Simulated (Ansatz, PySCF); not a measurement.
Gas-phase reaction (SMILES): N[Si](N)(N)Cl → N[Si](N)Cl + [NH2] (NH2); the N-Si bond at the site shown breaks (other sites are not compared here).

Geometries: B3LYP-D3(BJ)/def2-TZVP minima from Ansatz (a first-principles code), one conformer each, not searched for the lowest. Correlated levels leave the core frozen unless marked. UHF or UKS for open shells. No spin-orbit coupling. No relativistic terms. CBS marks a two-point X^-3 extrapolation of the correlation energy; Hartree-Fock from the larger set. Thermal terms are rigid-rotor harmonic-oscillator values from B3LYP-D3(BJ) frequencies (PySCF) at 298.15 K and 1 atm. 1 Eh = 627.5095 kcal/mol. Electronic entropy comes from spin alone.

```csv
species,"E, CCSD(T)/CBS(aug-cc-pV(T+d)Z,aug-cc-pV(Q+d)Z) (Ansatz) (Eh)","E, wB97M-V/def2-TZVPD (Ansatz) (Eh)",H - E (Eh),G - E (Eh)
N[Si](N)(N)Cl,-916.73333,-917.72408,0.08978,0.04656
N[Si](N)Cl,-860.72798,-861.66504,0.06091,0.02344
[NH2] (NH2),-55.82029,-55.87336,0.02268,0.00058
```

Q: Work out ΔE and ΔH, ΔG, ΔS and the equilibrium constant at 298.15 K at the first level, then ΔH at the second.

A: 
1. ΔE = [(-860.72798) + (-55.82029)] - [(-916.73333)] = 0.18506 Eh = 116.1 kcal/mol at CCSD(T)/CBS(aug-cc-pV(T+d)Z,aug-cc-pV(Q+d)Z).
2. The terms H - E add up to -0.00619 Eh, so ΔH = (0.18506 + (-0.00619))×627.5095 = 112.2 kcal/mol.
3. The terms G - E add up to -0.02254 Eh, so ΔG = 102.0 kcal/mol, and ΔS = (-0.00619 - (-0.02254))×627509.5/298.15 = 34.4 cal/(mol K).
4. log10 K = -ΔG/(RT ln 10) = -74.8, with RT ln 10 = 1.3642 kcal/mol.
5. With ΔH and ΔS taken as constant, ΔG changes sign near ΔH/ΔS = 3260 K, a rough figure that leaves out heat capacities.
6. At wB97M-V/def2-TZVPD the same steps give ΔE = 116.5 and ΔH = 112.6 kcal/mol, a shift of +0.4 from the first level.
7. These values are not checked against measurement here, since the tables used lack a sound gas-phase enthalpy of formation for at least one species.
